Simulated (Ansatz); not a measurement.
Ansatz (a quantum-chemistry and plane-wave program) input:

Ansatz 0.2 input:
```yaml
crystal:
  periodic: [false, false, false]
  atoms:
    - {symbol: Si, position_ang: [0.60468213, 0.22021860, -0.52837608]}
    - {symbol: C, position_ang: [1.26648691, -1.36594564, -0.77951064]}
    - {symbol: Cl, position_ang: [1.35052328, 1.74844844, 0.94227793]}
    - {symbol: N, position_ang: [-1.02330610, 0.10176542, 0.10171585]}
    - {symbol: Si, position_ang: [-1.96148535, -1.31232660, -0.11823466]}
    - {symbol: H, position_ang: [0.67461999, 1.09150411, -1.73462558]}
    - {symbol: H, position_ang: [2.03690669, -1.51452859, -1.53171202]}
    - {symbol: H, position_ang: [1.27332580, -2.11176841, 0.01074085]}
    - {symbol: H, position_ang: [-1.36035651, 0.81695795, 0.72805959]}
    - {symbol: H, position_ang: [-3.30098698, -1.02216719, 0.50093373]}
    - {symbol: H, position_ang: [-1.49023799, -2.54863329, 0.56109122]}
    - {symbol: H, position_ang: [-2.23270054, -1.66216037, -1.53560939]}
basis:
  gaussian:
    orbitals: def2-TZVPD
hamiltonian:
  xc: {name: B97M-V}
total_charge: -1
output: {forces: true}
```

Task: What final total energy does it print?

Result: -1136.17271 Eh (B97M-V/def2-TZVPD). The basis has 269 functions.

It need not be the lowest isomer of its formula. Whether it binds its extra electron was not tested at this geometry.
